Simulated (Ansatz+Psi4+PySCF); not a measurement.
## doublet Be₂(+): levels of theory in one basis

```xyz
2

Be    0.0000    0.0000    0.0000
Be    0.0000    0.0000    2.2000
```

Basis set: cc-pCVTZ (spherical functions). All electrons are correlated. Correlation on ROHF uses semicanonical orbitals with singles. Charge 1, multiplicity 2.

Computed with Ansatz (development build ahead of 0.2.0) and Psi4 1.11; each method stands on the lowest determinant of its kind that the runs found.

| method | E − E(ROHF) (eV) | <S²> of the determinant |
| --- | --- | --- |
| ROHF | 0.00 | 0.75 |
| UHF | -0.33 | 0.94 |
| ROHF-MP2 | -3.25 | – |
| UHF-MP2 | -3.29 | 0.94 |
| ROHF-CCSD | -3.96 | – |
| ROHF-CCSD(T) | -4.02 | – |

Caution for ROHF, ROHF-MP2, ROHF-CCSD, ROHF-CCSD(T): the determinant breaks the point group. Caution for UHF, UHF-MP2: the unrestricted determinant is spin contaminated. Caution for ROHF-MP2, ROHF-CCSD, ROHF-CCSD(T): large amplitudes, a single reference is doubtful. Caution for ROHF-MP2, UHF-MP2: MP2 on this radical cation hangs on the determinant chosen. Caution for ROHF-MP2: another reference gives a lower total.
